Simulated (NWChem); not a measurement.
System: BaO; SMILES [Ba]=[O]

All runs: NWChem. All runs use the structure optimised with PBE0-D3(BJ)/def2-TZVP. def2 effective core potentials on Ba; no spin-orbit coupling. Static field.

```tsv
level	isotropic polarisability (bohr³)	anisotropy (bohr³)
PBE/def2-SVPD	49.6	60.9
B3LYP/def2-SVPD	(withheld)	(withheld)
BHandHLYP/def2-SVPD	40.8	42.4
CAM-B3LYP/def2-SVPD	42.5	43.8
```

What belongs in the gaps?


- B3LYP/def2-SVPD, isotropic polarisability (bohr³): 45.7
- B3LYP/def2-SVPD, anisotropy (bohr³): 52.1
